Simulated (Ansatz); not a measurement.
The cluster Y4 was relaxed with B3LYP-D4 (def2-SVP) in Ansatz in these states: neutral quintet, neutral triplet. The geometries follow in no particular order.

In the def2 sets Y takes a core potential; there is no spin–orbit coupling.

A:

Cartesian coordinates in Å:
```
Y -0.529 -1.067 1.630
Y 0.361 -1.256 -1.538
Y 1.666 1.065 0.405
Y -1.498 1.258 -0.496
```

B:

```csv
atom,x (Å),y (Å),z (Å)
Y1,-0.520,-1.377,1.390
Y2,0.862,1.460,0.881
Y3,-1.645,0.712,-0.941
Y4,1.304,-0.795,-1.330
```

Question: Judge from the bond lengths which geometry belongs to which state (an estimate).

Answer: A is the neutral quintet (Y2–Y4 3.296 Å, Y2–Y3 3.296 Å, Y1–Y2 3.296 Å); B is the neutral triplet (Y2–Y4 3.189 Å, Y2–Y3 3.189 Å, Y1–Y2 3.197 Å).

At B3LYP-D4/def2-SVP the charge 0 triplet is spin-contaminated (final ⟨S²⟩ up to 2.23, 2.00 for a pure state). At PBE0-D4/def2-TZVP a triplet lies 0.35 eV below the neutral quintet. These are the stationary points nearest to one start from a short search; other shapes may lie lower in each state.
